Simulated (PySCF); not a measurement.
B(H)(Et)2, C₄H₁₁B, SMILES C(BCC)C, GFN2-xTB optimised geometry.

```
16

B     -0.27    -0.57     0.00
H     -0.82    -1.61     0.00
C     -1.09     0.77     0.00
C     -2.62     0.63     0.02
H     -0.81     1.36    -0.88
H     -0.79     1.39     0.85
H     -2.94     0.10     0.92
H     -2.96     0.07    -0.84
H     -3.10     1.61     0.02
C      1.31    -0.57     0.00
C      2.02     0.78     0.02
H      1.65    -1.13    -0.87
H      1.65    -1.16     0.86
H      1.75     1.35     0.91
H      1.75     1.37    -0.85
H      3.10     0.65     0.01
```

Density from B3LYP/def2-TZVP (PySCF) at that geometry.

Minimum of the electron density along straight lines between bonded atoms, close to the bond critical point (lines longer than 1.1 times the sum of covalent radii, or with two minima, are not listed):

```json
[
 {"bond": "B1–H2", "length / Å": "1.174", "ρ at the minimum / e bohr⁻³": "0.192", "∇²ρ there / e bohr⁻⁵": "-0.34", "position (fraction from the first atom)": "0.44"},
 {"bond": "B1–C3", "length / Å": "1.574", "ρ at the minimum / e bohr⁻³": "0.190", "∇²ρ there / e bohr⁻⁵": "-0.35", "position (fraction from the first atom)": "0.33"},
 {"bond": "C3–C4", "length / Å": "1.530", "ρ at the minimum / e bohr⁻³": "0.243", "∇²ρ there / e bohr⁻⁵": "-0.59", "position (fraction from the first atom)": "0.50"},
 {"bond": "C3–H5", "length / Å": "1.095", "ρ at the minimum / e bohr⁻³": "0.270", "∇²ρ there / e bohr⁻⁵": "-0.89", "position (fraction from the first atom)": "0.63"},
 {"bond": "C3–H6", "length / Å": "1.095", "ρ at the minimum / e bohr⁻³": "0.271", "∇²ρ there / e bohr⁻⁵": "-0.89", "position (fraction from the first atom)": "0.63"},
 {"bond": "C4–H7", "length / Å": "1.088", "ρ at the minimum / e bohr⁻³": "0.281", "∇²ρ there / e bohr⁻⁵": "-0.97", "position (fraction from the first atom)": "0.64"},
 {"bond": "C4–H8", "length / Å": "1.088", "ρ at the minimum / e bohr⁻³": "0.281", "∇²ρ there / e bohr⁻⁵": "-0.97", "position (fraction from the first atom)": "0.64"},
 {"bond": "C4–H9", "length / Å": "1.089", "ρ at the minimum / e bohr⁻³": "0.280", "∇²ρ there / e bohr⁻⁵": "-0.96", "position (fraction from the first atom)": "0.64"},
 {"bond": "B1–C10", "length / Å": "1.577", "ρ at the minimum / e bohr⁻³": "0.190", "∇²ρ there / e bohr⁻⁵": "-0.35", "position (fraction from the first atom)": "0.33"},
 {"bond": "C10–C11", "length / Å": "1.529", "ρ at the minimum / e bohr⁻³": "0.243", "∇²ρ there / e bohr⁻⁵": "-0.60", "position (fraction from the first atom)": "0.50"},
 {"bond": "C10–H12", "length / Å": "1.096", "ρ at the minimum / e bohr⁻³": "0.270", "∇²ρ there / e bohr⁻⁵": "-0.89", "position (fraction from the first atom)": "0.63"},
 {"bond": "C10–H13", "length / Å": "1.095", "ρ at the minimum / e bohr⁻³": "0.270", "∇²ρ there / e bohr⁻⁵": "-0.89", "position (fraction from the first atom)": "0.63"},
 {"bond": "C11–H14", "length / Å": "1.088", "ρ at the minimum / e bohr⁻³": "0.281", "∇²ρ there / e bohr⁻⁵": "-0.96", "position (fraction from the first atom)": "0.64"},
 {"bond": "C11–H15", "length / Å": "1.088", "ρ at the minimum / e bohr⁻³": "0.281", "∇²ρ there / e bohr⁻⁵": "-0.96", "position (fraction from the first atom)": "0.64"},
 {"bond": "C11–H16", "length / Å": "1.089", "ρ at the minimum / e bohr⁻³": "0.280", "∇²ρ there / e bohr⁻⁵": "-0.96", "position (fraction from the first atom)": "0.64"}
]
```
